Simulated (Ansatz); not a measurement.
`SB[SiH2][SbH2]` → B• + 6 H• + S• + Sb• + Si•  (atomization)

Gas-phase electronic energies from Ansatz, PBE0-D4/def2-TZVP geometries. CCSD(T)/CBS is the MP2 limit (def2-TZVPP, def2-QZVPP) plus CCSD(T) − MP2 in def2-TZVPP, frozen cores. This one scheme is used for every species, atoms too. For atomizations the MP2-based limit and the directly extrapolated one differ by several kJ/mol either way, and by 10 to 25 for some Ge, Se and Sn compounds, so smaller differences from it don't rank the levels. No spin–orbit coupling; open shells (•) take unrestricted orbitals. Spin–orbit coupling would lower the free atoms: a little for B, S, Si. Elements past krypton have def2 core potentials. Bonds to Sb are less sure, by a few kJ/mol each and by 10 to 20 or more in all where they break to atoms, as the def2 sets lack core-valence functions. One conformer a species, not always the lowest.

```
         species  CCSD(T)/CBS(def2) energy (Eh)
`SB[SiH2][SbH2]`                     -955.28031
              B•                      -24.60433
              H•                       -0.50000
              S•                     -397.67955
             Sb•                     -239.97063
             Si•                     -288.94402
```

Q: Work out ΔE.

A: ΔE = 6 × (-0.50000) + (-24.60433) + (-397.67955) + (-239.97063) + (-288.94402) − (-955.28031) = 1.08178 Eh = +29.44 eV.

Largest T1 diagnostic among the species: 0.015.

Leaving LDA and LC-ωPBE aside and taking each functional with its dispersion term where it has one, the values, not all of them listed here, spread over 1.07 eV, from B2PLYP to B97M-V. LDA lies +4.07 eV from PBE without D4, its usual overbinding. At CCSD(T), def2-SVP lies −2.24 eV from the extrapolated value and def2-TZVPP −0.87 eV: correlation converges slowly with the basis, and small sets miss more of it in the bonded molecule than in its fragments.
